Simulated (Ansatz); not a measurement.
Two members of one family (Series SnHX3), computed with Ansatz in the gas phase; def2 core potentials for Sn, no spin–orbit coupling. The two geometries come from different levels. Binding counts from free atoms in the multiplicity of their measured ground term, without zero-point energy. The structures are stationary points that may keep the symmetry of their start.

First: SnHBr3 (singlet, charge 0, PBE0-D4/def2-SVP geometry).

Cartesian coordinates in Å:
```
Sn 0.0773 0.0682 0.1536
H 0.7927 0.6961 1.5658
Br -2.1965 0.9877 -0.1609
Br -0.0969 -2.3950 0.2813
Br 1.4235 0.6431 -1.8399
```

```csv
level,HOMO (eV),LUMO (eV),gap (eV),binding per atom (eV)
LDA (SPW92)/def2-TZVP,-7.54,-3.87,3.67,2.77
PBE-D4/def2-TZVP,-7.38,-3.59,3.80,2.41
BLYP-D4/def2-TZVP,-7.20,-3.53,3.67,2.30
PBE0-D4/def2-SVP,-8.56,-2.66,5.90,2.34
r2SCAN0-D4/def2-TZVP,-8.91,-2.69,6.22,2.36
```

Second: SnHF3 (singlet, charge 0, PBE0-D4/def2-TZVP geometry).

```tsv
atom	x (Å)	y (Å)	z (Å)
Sn1	-0.013	0.118	-0.010
H2	-0.205	1.782	-0.147
F3	1.766	-0.415	0.345
F4	-0.508	-0.833	-1.567
F5	-1.040	-0.652	1.380
```

Question: Estimate how these quantities change from the first to the second (second minus first).

Answer: 
```tsv
level	Δ HOMO (eV)	Δ LUMO (eV)	Δ gap (eV)	Δ binding per atom (eV)
LDA (SPW92)/def2-TZVP	-1.97	0.37	2.34	1.13
PBE-D4/def2-TZVP	-1.91	0.43	2.34	0.95
BLYP-D4/def2-TZVP	-2.03	0.36	2.40	1.00
PBE0-D4/def2-SVP	-2.27	0.75	3.02	0.74
r2SCAN0-D4/def2-TZVP	-2.45	0.72	3.17	0.77
```
